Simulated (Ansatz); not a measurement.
CH$_{6}$Ge$_{2}$, SMILES `[CH2]1[GeH2][GeH2]1`, relaxed with RKS PBE-D4/def2-SVP in Ansatz 0.2.0 from a rough embedded geometry. The force threshold is 0.03 eV/Å; the program also tests the step.

The species carries charge 0 and has multiplicity 1.

Start:

```xyz
9

C    -0.820    0.373   -0.423
Ge    0.390   -1.043   -0.641
Ge    0.265    0.774    1.026
H    -0.706    1.097   -1.278
H    -1.877    0.088   -0.201
H     1.579   -0.830   -1.636
H    -0.068   -2.422   -0.046
H    -0.227    0.173    2.383
H     1.464    1.791    0.817
```

```csv
step,energy (eV),largest force (eV/Å),largest move (Å)
1,-114135.5632,2.765,0.000
2,-114136.1136,1.355,0.184
3,-114136.1376,1.166,0.195
4,-114136.2692,0.160,0.102
5,-114136.2716,0.057,0.014
6,-114136.2719,0.012,0.008
```

End:

```xyz
9

C    -0.840    0.397   -0.478
Ge    0.510   -1.085   -0.550
Ge    0.407    0.654    1.070
H    -0.782    1.151   -1.283
H    -1.883    0.119   -0.246
H     1.494   -1.034   -1.739
H    -0.031   -2.498   -0.238
H    -0.201    0.402    2.468
H     1.326    1.893    0.995
```

It took 4.3 s on 4 threads of a server CPU on a shared host, with 0.18 GiB of host memory at the peak.
